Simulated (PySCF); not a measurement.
Species: C8H4F3N.
Numbering: `[N:1]#[C:2][C@:3]12[CH:4]=[CH:5][C@@:6]1([C:7]([F:8])([F:9])[F:10])[CH:11]=[CH:12]2` (hydrogens: H13 on C4; H14 on C5; H15 on C11; H16 on C12)

The same species was optimised twice, with GFN2-xTB and with PBE0-D3(BJ)/def2-SVP (PySCF), and the same property calculations (PySCF, gas phase) were run on both structures.

```csv
coordinate,GFN2-xTB,PBE0-D3(BJ)/def2-SVP,change
C2–C3 (Å),1.423,1.445,+0.022
N1≡C2 (Å),1.143,1.158,+0.015
C7–F10 (Å),1.340,1.331,-0.009
C7–F9 (Å),1.340,1.331,-0.009
C4=C5 (Å),1.328,1.337,+0.009
C11=C12 (Å),1.329,1.337,+0.008
C3–C4 (Å),1.523,1.530,+0.007
C3–C12 (Å),1.523,1.530,+0.007
C7–F8 (Å),1.345,1.340,-0.005
C6–C11 (Å),1.517,1.521,+0.004
C6–C7 (Å),1.503,1.508,+0.005
C5–C6 (Å),1.517,1.521,+0.004
C3–C6 (Å),1.575,1.573,-0.002
C4–C3–C12 (°),114.5,117.2,+2.7
C5–C6–C11 (°),115.2,117.3,+2.1
C6–C7–F8 (°),111.4,109.5,-1.9
C3–C6–C7 (°),123.5,121.9,-1.6
F8–C7–F10 (°),106.6,107.9,+1.3
F8–C7–F9 (°),106.6,107.8,+1.2
F9–C7–F10 (°),107.0,108.1,+1.1
C2–C3–C6 (°),123.7,122.5,-1.2
C5–C6–C7–F8 (°),75,75,0
```

Rotational constants: A = 1399, B = 958.8, C = 823.3 MHz (GFN2-xTB) against A = 1377, B = 975.8, C = 837.5 MHz (PBE0-D3(BJ)/def2-SVP). Atoms that the bonding makes alike are paired by their places after alignment.

On the GFN2-xTB structure: HOMO (eV) -8.21 [PBE0/pcSseg-1]; LUMO (eV) -1.61 [PBE0/pcSseg-1]; dipole (D) 5.29 [PBE0/pcSseg-1]; GIAO shielding of N1 (ppm) -51.7 [PBE0/pcSseg-1]; GIAO shielding of C2 (ppm) 68.5 [PBE0/pcSseg-1]; GIAO shielding of C3 (ppm) 138.5 [PBE0/pcSseg-1]; GIAO shielding of C4/C12 (mean) (ppm) 32.6 [PBE0/pcSseg-1]; GIAO shielding of C5/C11 (mean) (ppm) 34.3 [PBE0/pcSseg-1]; GIAO shielding of C6 (ppm) 121.2 [PBE0/pcSseg-1]; GIAO shielding of C7 (ppm) 53.6 [PBE0/pcSseg-1]; GIAO shielding of F8/F9/F10 (mean) (ppm) 255.8 [PBE0/pcSseg-1].

Problem. What do these properties become on the PBE0-D3(BJ)/def2-SVP structure?

Solution. 
```csv
property,level,on GFN2-xTB,on PBE0-D3(BJ)/def2-SVP,change
HOMO (eV),PBE0/pcSseg-1,-8.21,-8.23,-0.02
LUMO (eV),PBE0/pcSseg-1,-1.61,-1.59,+0.02
dipole (D),PBE0/pcSseg-1,5.29,5.25,-0.04
"energy, GFN2-xTB geometry as zero (kcal/mol)",PBE0/pcSseg-1,0.0,-1.1,-1.1
GIAO shielding of N1 (ppm),PBE0/pcSseg-1,-51.7,-57.4,-5.7
GIAO shielding of C2 (ppm),PBE0/pcSseg-1,68.5,65.2,-3.3
GIAO shielding of C3 (ppm),PBE0/pcSseg-1,138.5,136.7,-1.8
GIAO shielding of C4/C12 (mean) (ppm),PBE0/pcSseg-1,32.6,30.8,-1.8
GIAO shielding of C5/C11 (mean) (ppm),PBE0/pcSseg-1,34.3,32.6,-1.7
GIAO shielding of C6 (ppm),PBE0/pcSseg-1,121.2,118.9,-2.3
GIAO shielding of C7 (ppm),PBE0/pcSseg-1,53.6,55.7,+2.1
GIAO shielding of F8/F9/F10 (mean) (ppm),PBE0/pcSseg-1,255.8,261.9,+6.1
```

The heavy atoms differ by 0.036 Å rms after alignment (one structure mirrored). Among bonds between heavy atoms C2–C3 changes most (+0.022 Å). Changes are differences of the printed values. Neither structure is proved a minimum here.

Conformer computed: `[N:1]#[C:2][C@:3]12[CH:4]=[CH:5][C@@:6]1([C:7]([F:8])([F:9])[F:10])[CH:11]=[CH:12]2`: C5–C6–C7–F8 75°.
